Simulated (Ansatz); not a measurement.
```yaml
crystal:
  periodic: [false, false, false]
  atoms:
    - {symbol: Hg, position_ang: [-1.625976, -1.618839, 3.244256]}
    - {symbol: Hg, position_ang: [3.236820, -1.630023, -1.622856]}
    - {symbol: Hg, position_ang: [-1.615927, 3.247026, -1.622349]}
    - {symbol: Se, position_ang: [-1.938815, 0.974805, 0.970458]}
    - {symbol: Se, position_ang: [0.980537, 0.977737, -1.937468]}
    - {symbol: Se, position_ang: [0.974524, -1.938451, 0.980469]}
    - {symbol: H, position_ang: [-2.601457, -2.601230, 2.311286]}
    - {symbol: H, position_ang: [-0.688694, -0.674234, 4.252169]}
    - {symbol: H, position_ang: [2.296370, -2.603927, -2.599728]}
    - {symbol: H, position_ang: [4.251782, -0.694442, -0.684140]}
    - {symbol: H, position_ang: [-2.593248, 2.317192, -2.605863]}
    - {symbol: H, position_ang: [-0.676545, 4.251992, -0.676672]}
    - {symbol: H, position_ang: [-3.397885, 0.786713, 0.778752]}
    - {symbol: H, position_ang: [-2.176849, 2.010598, 2.005581]}
    - {symbol: H, position_ang: [0.772304, 0.768212, -3.391329]}
    - {symbol: H, position_ang: [2.015156, 2.007507, -2.202480]}
    - {symbol: H, position_ang: [0.776485, -3.396003, 0.787280]}
    - {symbol: H, position_ang: [2.011408, -2.184643, 2.012623]}
basis:
  gaussian: {orbitals: def2-TZVP}
total_charge: -1
magnetization: {spin_polarized: true, initial_magnetization: 1}
hamiltonian: {xc: {name: SVWN5}}
output: {forces: true}
```

```sh
$ ansatz run in.yaml --threads 4 --pin off --events-out ev --progress --plain --max-ram 4787MiB
```

Output, abridged:

```
Functional definition: SVWN5
2859 factors; their error is unknown
mean field evaluation 1: about -208467.5440 eV, gradient 4.4e1 eV
mean field evaluation 2: about -208459.0571 eV, gradient 6.4e1 eV
mean field evaluation 4: about -208473.4564 eV, gradient 7.8e0 eV
mean field evaluation 8: about -208474.0284 eV, gradient 2.5e0 eV
mean field evaluation 16: about -208474.1479 eV, gradient 6.2e-1 eV
mean field evaluation 32: about -208474.0561 eV, gradient 1.7e-6 eV
mean field evaluation 64: about -208474.0573 eV, gradient 3.8e-5 eV
mean field evaluation 96: about -208474.0222 eV, gradient 1.5e0 eV
mean field evaluation 128: about -208474.0495 eV, gradient 1.3e-1 eV
mean field evaluation 160: about -208474.0389 eV, gradient 9.2e-1 eV
mean field -208474.05842873 eV, -7661.2803384637 hartree, gradient 1.9e-6 eV, S^2 0.750473; 20 other end points of the search recorded, 0 dependent functions left out
reference -208474.05851787 eV, -7661.2803417396 hartree; 88, 87 occupied and 257, 258 virtual orbitals, 2859 factors
Total energy: -208474.05851787 eV, -7661.2803417396 hartree
Atom 0 at    -1.625976    -1.618839     3.244256 Å, force     0.069626     0.068007    -0.252159 eV/Å
Atom 1 at     3.236820    -1.630023    -1.622856 Å, force    -0.161194     0.071506     0.096434 eV/Å
Atom 2 at    -1.615927     3.247026    -1.622349 Å, force     0.070090    -0.161494     0.096573 eV/Å
Atom 3 at    -1.938815     0.974805     0.970458 Å, force     0.018166    -0.409394    -0.204380 eV/Å
Atom 4 at     0.980537     0.977737    -1.937468 Å, force     0.119874     0.119936     0.202623 eV/Å
Atom 5 at     0.974524    -1.938451     0.980469 Å, force    -0.415363     0.021156    -0.207267 eV/Å
Atom 6 at    -2.601457    -2.601230     2.311286 Å, force     0.150017     0.151111     0.192038 eV/Å
Atom 7 at    -0.688694    -0.674234     4.252169 Å, force    -0.160465    -0.161572    -0.155748 eV/Å
Atom 8 at     2.296370    -2.603927    -2.599728 Å, force     0.170536     0.162775     0.148712 eV/Å
Atom 9 at     4.251782    -0.694442    -0.684140 Å, force    -0.152864    -0.177985    -0.146223 eV/Å
Atom 10 at    -2.593248     2.317192    -2.605863 Å, force     0.163475     0.168228     0.149592 eV/Å
Atom 11 at    -0.676545     4.251992    -0.676672 Å, force    -0.178125    -0.151361    -0.147458 eV/Å
Atom 12 at    -3.397885     0.786713     0.778752 Å, force     0.173443     0.065973     0.044929 eV/Å
Atom 13 at    -2.176849     2.010598     2.005581 Å, force    -0.101003     0.315257     0.131757 eV/Å
Atom 14 at     0.772304     0.768212    -3.391329 Å, force     0.024251     0.023544    -0.081252 eV/Å
Atom 15 at     2.015156     2.007507    -2.202480 Å, force    -0.176016    -0.175469    -0.047417 eV/Å
Atom 16 at     0.776485    -3.396003     0.787280 Å, force     0.067262     0.174606     0.046595 eV/Å
Atom 17 at     2.011408    -2.184643     2.012623 Å, force     0.318292    -0.104822     0.132652 eV/Å
Dipole moment:    -0.096953    -0.101343     0.190553 e Å
```

Hardware: 4 threads of AMD EPYC 9B14 on a shared host. Wall time 78 s, peak host memory 2 GiB.

In the def2 sets Hg takes a core potential; there is no spin–orbit coupling. The highest occupied level of an anion often lies above zero with these methods, and sets without diffuse functions describe the outer electron poorly.

The dipole of an ion depends on the origin.
